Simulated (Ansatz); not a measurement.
Molecule: sum formula SiH₂Cl, net charge -1, singlet state. It need not be the lowest isomer of its formula. Whether it binds its extra electron was not tested at this geometry. 
Structure (B3LYP-D3(BJ)/def2-TZVP (Ansatz, an electronic-structure program) minimum search):
```xyz
4

Si    -1.1307    -0.2144    -0.1979
Cl     1.1042     0.1181     0.1016
H     -1.4823     1.2836    -0.2625
H     -1.4583    -0.2895     1.3051
```
Charge -1, spin multiplicity 1.

Basis-set convergence of Hartree-Fock and CCSD correlation energies (hartree) with Ansatz. Cores are frozen in the correlated levels unless marked. No spin-orbit coupling. Non-relativistic.

| basis | functions | E(HF) | E(corr, CCSD) |
|---|---|---|---|
| aug-cc-pV(D+d)Z | 82 | -749.64467 | -0.30473 |
| aug-cc-pV(T+d)Z | 156 | (withheld) | (withheld) |

### Question
Complete the blanks.

### Answer

- aug-cc-pV(T+d)Z, E(HF): -749.66717
- aug-cc-pV(T+d)Z, E(corr, CCSD): -0.37137
